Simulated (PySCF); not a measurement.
**Exercise with solution: chemical shift, span and skew from a shielding tensor**

AlH3Se, SMILES [SeH][AlH2]. Atoms are numbered in the order given.

```xyz
5

Al     0.0033    -1.5924     0.0000
H     -1.3976    -2.3193     0.0000
H      1.3960    -2.3369     0.0000
Se    -0.0431     0.7221     0.0000
H      1.4230     0.8062     0.0000
```

The structure is a stationary point at r2SCAN-D4/def2-TZVP.

GIAO shieldings from PySCF with B3LYP/pcSseg-2, non-relativistic, no solvent. The symmetric part of the tensor of Se4 has the principal values 1550.1, 2094.8, 2113.5 ppm. The same nucleus in Me2Se has σ = 1646.2 ppm at this level (PySCF, at its B3LYP-D3(BJ)/def2-TZVP geometry).

**Question.** Work out the isotropic shielding, the ⁷⁷Se shift against Me2Se, the span and the skew.

**Answer.** 
σ(iso) = (σ11 + σ22 + σ33)/3 = 1919.5 ppm. δ = σ(ref) − σ(iso) = 1646.2 − (1919.5) = -273.3 ppm.
Span Ω = σ33 − σ11 = 563.4 ppm. Skew κ = 3(σ(iso) − σ22)/Ω = -0.93. Tumbling in solution averages the tensor to δ; in a static solid the shielding alone would spread this spin-1/2 line over Ω.
